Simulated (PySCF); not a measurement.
AlBrH2O, SMILES [OH][AlH][Br]. Geometry optimised at r2SCAN-D4/def2-TZVP. Other conformers were not sampled.

Give the equilibrium geometry at r2SCAN-D4/def2-TZVP (PySCF confirms it by a frequency run) as Cartesian coordinates in Å, and its point group. (Estimate from the structure and the level; the computed values follow.)

This is not unique; one that fits is point group Cs.
```xyz
5

Al    -0.5630    -1.1098     0.0000
H     -2.0761    -1.5021     0.0000
Br     0.0882     1.0511     0.0000
O      0.5956    -2.3349     0.0000
H      1.5417    -2.1802     0.0000
```
